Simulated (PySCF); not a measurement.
**Basis set benchmark on one molecule**

Molecule: `ClS(C(C)C)(=O)=O`, C3H7ClO2S.

Atoms are numbered as in `[CH3:1][CH:2]([CH3:3])[S:4](=[O:5])(=[O:6])[Cl:7]`; H(Xn) means a hydrogen on atom n.

Geometry PBE0-D3(BJ)/def2-SVP throughout; GIAO in PySCF 2.14.0 with density-fitted response routines, gas phase, one conformer, non-relativistic; equivalent atoms averaged; functional PBE0.

Reference values (measured; solution, not stated per compound (mostly CDCl3 or CCl4); Pretsch, Buehlmann, Badertscher, Structure Determination of Organic Compounds, 4th ed. (2009)): δ(C2) = 67.6 ppm, δ(C1/C3) = 17.1 ppm. Computed shifts are taken against TMS, calculated as an isolated molecule at each level.

How do the basis sets pcSseg-0, cc-pVDZ, def2-SVP, aug-cc-pVDZ, def2-TZVP, cc-pVTZ perform against the reference? Times are CPU seconds on 1 thread of an Intel Xeon Platinum 8488C, shared host.

Answers


```csv
basis set,functions,C2,C1/C3,mean abs. error C,core-s
pcSseg-0,85,80.5,19.1,7.5,9.1
cc-pVDZ,141,71.9,17.1,2.2,17
def2-SVP,141,69.8,15.9,1.7,17
aug-cc-pVDZ,232,73.1,16.5,3.1,40
def2-TZVP,271,72.8,17.9,3.0,51
cc-pVTZ,316,71.8,17.6,2.4,61
```

For ¹³C the closest is def2-SVP (1.7 ppm) and the furthest pcSseg-0 (7.5 ppm). Where a smaller basis beats a larger one, errors probably cancel. One molecule is a small sample, and vibrational and solvent effects are absent from the calculation.

A small basis that lands close on one nucleus may do so by chance; judge by the trend and by all nuclei.
